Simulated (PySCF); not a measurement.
# SMILES C(SC)[P@@H+]1C(F)=C1[SiH3], [C4H9FPSSi]+, charge +1

Geometry:
```json
{"atom": "C1", "x (Å)": "-3.004", "y (Å)": "-0.663", "z (Å)": "-0.961"}
{"atom": "S2", "x (Å)": "-1.419", "y (Å)": "0.126", "z (Å)": "-1.339"}
{"atom": "C3", "x (Å)": "-1.012", "y (Å)": "0.774", "z (Å)": "0.291"}
{"atom": "P4", "x (Å)": "-0.041", "y (Å)": "-0.579", "z (Å)": "1.174"}
{"atom": "C5", "x (Å)": "1.609", "y (Å)": "-0.287", "z (Å)": "2.041"}
{"atom": "F6", "x (Å)": "2.031", "y (Å)": "-0.363", "z (Å)": "3.249"}
{"atom": "C7", "x (Å)": "1.718", "y (Å)": "-0.022", "z (Å)": "0.780"}
{"atom": "Si8", "x (Å)": "2.952", "y (Å)": "0.546", "z (Å)": "-0.609"}
{"atom": "H9", "x (Å)": "-3.320", "y (Å)": "-1.174", "z (Å)": "-1.866"}
{"atom": "H10", "x (Å)": "-2.879", "y (Å)": "-1.381", "z (Å)": "-0.154"}
{"atom": "H11", "x (Å)": "-3.734", "y (Å)": "0.096", "z (Å)": "-0.697"}
{"atom": "H12", "x (Å)": "-1.917", "y (Å)": "1.013", "z (Å)": "0.847"}
{"atom": "H13", "x (Å)": "-0.383", "y (Å)": "1.658", "z (Å)": "0.196"}
{"atom": "H14", "x (Å)": "-0.035", "y (Å)": "-1.640", "z (Å)": "0.274"}
{"atom": "H15", "x (Å)": "3.755", "y (Å)": "-0.654", "z (Å)": "-0.803"}
{"atom": "H16", "x (Å)": "3.613", "y (Å)": "1.683", "z (Å)": "0.019"}
{"atom": "H17", "x (Å)": "2.058", "y (Å)": "0.879", "z (Å)": "-1.713"}
```

Total charge +1.

Method used: PySCF 2.14.0, GIAO PBE/pcSseg-1 magnetisability, rotational g tensor and spin-rotation constants, non-relativistic, gas phase. Geometry: GFN2-xTB.

For an ion the centre-of-mass motion in the field is neglected.

Give the nuclear spin-rotation constants along the inertial axes (H = +C I·J) beside the isotropic shieldings.

Rotational constants 1.6531, 0.6672, 0.5024 GHz. A star marks the isotopologue with that one atom substituted, in its own axes.
| atom | isotope | Caa (kHz) | Cbb (kHz) | Ccc (kHz) | mean (kHz) | σ (ppm) |
| --- | --- | --- | --- | --- | --- | --- |
| P4 | 31P | 2.417 | 1.268 | 0.150 | 1.279 | 462.3 |
| F6 | 19F | 2.253 | 1.169 | 0.341 | 1.254 | 246.6 |
| H9 | 1H | -0.089 | -0.064 | -0.039 | -0.064 | 29.0 |
| H10 | 1H | -0.145 | -0.034 | -0.052 | -0.077 | 29.8 |
| H11 | 1H | -0.135 | -0.075 | -0.015 | -0.075 | 28.9 |
| H12 | 1H | -0.130 | -0.027 | -0.048 | -0.068 | 27.6 |
| H13 | 1H | -0.143 | -0.052 | -0.029 | -0.074 | 27.8 |
| H14 | 1H | -0.163 | -0.071 | -0.002 | -0.079 | 26.5 |
| H15 | 1H | -0.141 | -0.067 | 0.002 | -0.068 | 26.6 |
| H16 | 1H | -0.084 | -0.068 | -0.013 | -0.055 | 26.6 |
| H17 | 1H | -0.006 | -0.048 | -0.055 | -0.036 | 26.9 |
| C1 | 13C* | 0.254 | 0.099 | 0.084 | 0.146 | 155.8 |
| S2 | 33S* | 0.387 | 0.236 | 0.151 | 0.258 | 412.1 |
| C3 | 13C* | 0.323 | 0.168 | 0.091 | 0.194 | 120.8 |
| C5 | 13C* | 0.824 | 0.160 | 0.177 | 0.387 | 18.1 |
| C7 | 13C* | 0.651 | 0.151 | 0.056 | 0.286 | 99.1 |
| Si8 | 29Si* | -0.922 | -0.364 | -0.268 | -0.518 | 417.1 |

For the geometry as given, no vibrational averaging.

How do the rotational constants and the g tensor change when H9, H10, H11, H12, H13, H14, H15, H16, H17 are replaced by deuterium?

Constants 1.4861, 0.6060, 0.4630 GHz; g -0.0078, -0.0007, 0.0027, against -0.0083, -0.0010, 0.0029 before.
